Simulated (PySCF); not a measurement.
Run record: excited-state job, `N#C[C@@]12CC[C@@H]1C2`.

Method: TDDFT wB97X-D/def2-SVPD, vertical, gas phase, core orbitals frozen in the response (PySCF 2.14.0, density-fitted response routines). Geometry: GFN2-xTB. A driver script takes a list of jobs; this job's settings line and coordinates (Å) are shown.

Input:
```
{"job": {"kind": "uv", "xc": "wB97X-D", "basis": "def2-SVPD", "nstates": 8, "ntriplets": 3}, "charge": 0, "multiplicity": 1}
N      2.967061     1.256730    -0.335298
C      1.951515     0.777660    -0.101315
C      0.700379     0.203512     0.183609
C     -0.527592     0.974630     0.675751
C     -1.422100     0.094294    -0.220768
C     -0.192752    -0.669696    -0.691791
C      0.517030    -1.264767     0.474553
H     -0.704224     0.905907     1.748755
H     -0.518327     2.021282     0.380763
H     -1.908910     0.654431    -1.015415
H     -2.166593    -0.509555     0.297660
H     -0.020109    -0.995502    -1.704250
H     -0.038490    -1.547648     1.357302
H      1.362436    -1.901751     0.257913
```

Output:
```
coarse grid: 11920 points
cycle   1  E = -287.1207161021  dE =  1.502e+00  |g| = 4.863e-01  |ddm| = 6.196e+00
cycle   2  E = -287.0548242588  dE =  6.589e-02  |g| = 7.805e-01  |ddm| = 1.898e+00
cycle   3  E = -287.1852548498  dE = -1.304e-01  |g| = 3.468e-02  |ddm| = 1.107e+00
cycle   4  E = -287.1856121369  dE = -3.573e-04  |g| = 2.001e-02  |ddm| = 1.896e-01
cycle   5  E = -287.1857151843  dE = -1.030e-04  |g| = 4.026e-03  |ddm| = 5.800e-02
cycle   6  E = -287.1857197241  dE = -4.540e-06  |g| = 1.223e-03  |ddm| = 1.641e-02
final grid: 115848 points
cycle   7  E = -287.2305515216  dE = -1.210e-04  |g| = 5.160e-03  |ddm| = 2.543e-01
cycle   8  E = -287.2305516491  dE = -1.275e-07  |g| = 5.801e-03  |ddm| = 2.845e-02
cycle   9  E = -287.2305583081  dE = -6.659e-06  |g| = 1.343e-03  |ddm| = 9.374e-03
cycle  10  E = -287.2305586684  dE = -3.603e-07  |g| = 5.001e-04  |ddm| = 3.493e-03
cycle  11  E = -287.2305587380  dE = -6.955e-08  |g| = 8.024e-05  |ddm| = 1.450e-03
cycle  12  E = -287.2305587403  dE = -2.374e-09  |g| = 2.124e-05  |ddm| = 3.909e-04
cycle  13  E = -287.2305587405  dE = -2.115e-10  |g| = 8.512e-06  |ddm| = 1.455e-04
converged SCF energy = -287.2305587405

Static polarisability (au): isotropic 68.367, principal 57.424 63.081 84.594

Singlet excitations
state   eV       nm        f      main configurations
  1   6.8596    180.7   0.00875   H->L 0.50, H->L+2 0.23, H->L+5 0.10
  2   7.3838    167.9   0.05884   H->L+2 0.40, H-1->L 0.15, H->L 0.12
  3   7.6924    161.2   0.02913   H-1->L 0.39, H-1->L+2 0.18, H->L 0.10
  4   7.9158    156.6   0.02041   H->L+1 0.70, H->L+3 0.18
  5   8.4001    147.6   0.02003   H->L+3 0.28, H->L 0.14, H-2->L 0.09
  6   8.6353    143.6   0.12747   H->L+3 0.31, H->L+4 0.21, H->L+1 0.16
  7   8.6785    142.9   0.04491   H-1->L+1 0.39, H-2->L 0.16, H-1->L+3 0.08
  8   8.7242    142.1   0.01938   H->L+4 0.27, H-1->L+1 0.26, H-2->L 0.17

Triplet excitations (Tamm-Dancoff, eV): 5.9447 6.5378 6.6881
```

The SCF starts on a coarse grid where the log names one; the energy can jump when the final grid takes over, and dE then counts from the start density on the new grid. H and L stand for HOMO and LUMO; the number after each pair is its weight.

Problem. Which computed singlet has the largest oscillator strength, and what do all of them sum to?

Solution. State 6 at 8.64 eV (144 nm), f = 0.127; the 8 states sum to 0.329.

Problem. How does the lowest singlet excitation compare with the HOMO–LUMO gap?

Solution. HOMO -9.79 eV and LUMO 2.07 eV give a gap of 11.86 eV; S1 at 6.86 eV lies 5.00 eV below it.

Main results: HOMO -9.79 eV, LUMO 2.07 eV; lowest singlet 6.86 eV; lowest triplet 5.94 eV (Tamm–Dancoff); mean polarisability 68.4 au.

The run took 27 s of wall time on one thread, Arm Neoverse V2, shared host.
Labels such as C1 count atoms from 1, the log's own numbers from 0.

The pairwise dispersion term of wB97X-D wasn't added to the energies; at a given geometry it leaves orbitals and properties as they are.
